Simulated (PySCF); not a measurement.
Computed IR spectrum (relative IR intensity) of a molecule C₅H₉B. Coordinates come from a B3LYP-D3(BJ)/def2-SVP optimisation. Other conformers were not sampled. The numbers are results of B3LYP-D3(BJ)/def2-SVP in PySCF, not measurements. Harmonic, unscaled wavenumbers; measured fundamentals usually lie a few per cent lower.

```csv
ν (cm⁻¹),relative intensity
609,3.9
735,20
762,2.4
838,5.4
911,8.7
950,29
1069,14
1118,2.3
1123,7.2
1172,68
1206,2.2
1240,35
1317,11
1324,48
1389,100
1395,38
1423,5.3
1437,13
1448,4.8
1614,86
3011,31
3029,11
3041,9.4
3064,14
3073,22
3112,19
3133,26
3173,21
```

**Question.** Pick the molecule that these values belong to.
(A) C=C1CCB1C
(B) CB1C=CCC1
(C) C=CB1CCC1
(D) C#CB(C)CC

**Answer.** B, CB1C=CCC1
